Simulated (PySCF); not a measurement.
Si(F)3(GeH3) (F3GeH3Si), SMILES F[Si](F)(F)[GeH3].

Geometry: ωB97X-D3(BJ)/def2-SVP. This is a generated structure with no PubChem entry under its InChIKey; it may be hypothetical.

Two levels are set side by side: PBE/def2-TZVP (PySCF) and B3LYP/def2-TZVP (PySCF). Same geometry, gas phase. Differences are taken from unrounded values.

```
quantity                     B3LYP
---------------------------  -----
orbital gap (eV)              8.84
highest occupied level (eV)  -9.20
lowest empty level (eV)      -0.36
dipole moment (D)             2.24
mean polarisability (bohr³)   53.5
```

**Question.** What does PBE give, and how far is it from B3LYP? (Estimate from the structure and the level; the computed values follow.)

**Answer.** 
```tsv
quantity	PBE	PBE minus B3LYP
orbital gap (eV)	7.10	-1.74
highest occupied level (eV)	-8.09	1.11
lowest empty level (eV)	-0.99	-0.63
dipole moment (D)	2.11	-0.12
mean polarisability (bohr³)	55.7	2.2
```

PBE's occupied levels lie high since its potential decays too fast outside the molecule; exact exchange lowers them and widens the gap. Loosely held outer electrons make PBE densities more polarisable. Differences between two approximate levels are no errors against the true value.

Rough cost on one machine, each run with all the roots and properties that it gave: B3LYP against PBE within a factor of 2.
